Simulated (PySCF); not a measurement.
H4Ge, charge +1, doublet, at a GFN2-xTB geometry (a state made from the parent by changing its charge; the spin is typed, not shown lowest). Base run: PBE0/def2-SV(P) run with PySCF.

The PySCF input:
```python
from pyscf import gto, scf, dft

mol = gto.Mole()
mol.atom = '''
    Ge   -0.00000000   -0.00000000    0.00000000
    H    -0.67646658   -0.62768487   -1.22444324
    H     0.64960409   -0.61379055    1.24584600
    H    -1.22136068    0.65887921    0.65193009
    H     1.24822317    0.58259622   -0.67333286
'''
mol.basis = 'def2-sv(p)'
mol.charge = 1
mol.spin = 1
mol.verbose = 4
mol.symmetry = True
mol.build()

mf = dft.UKS(mol)
mf.xc = 'pbe0'
mf.kernel()
mf.analyze()
```

Variants of this job, named by their change:

| change | ΔE vs base (mEh) | point group used | SCF cycles |
|---|---|---|---|
| base | 0.000 | D2 | 8 |
| irrep_nelec = A:(7, 6) B1:(3, 3) B2:(4, 4) B3:(4, 4) | 338.6 | D2 | 8 |
| irrep_nelec = A:(5, 6) B1:(4, 3) B2:(5, 4) B3:(4, 4) | 653.3 | D2 | 8 |
| symmetry = off | 0.000 | C1 | 8 |
| symmetry_subgroup = C2 | 0.000 | C2 | 8 |
| irrep_nelec = A:(6, 6) B1:(4, 3) B2:(3, 4) B3:(5, 4) | 442.7 | D2 | 8 |
| irrep_nelec = A:(6, 6) B1:(4, 3) B2:(5, 4) B3:(3, 4) | 442.7 | D2 | 8 |

Open shells are given as the SCF converged; they aren't shown to be the lowest states, and a large step between rows can be another state.
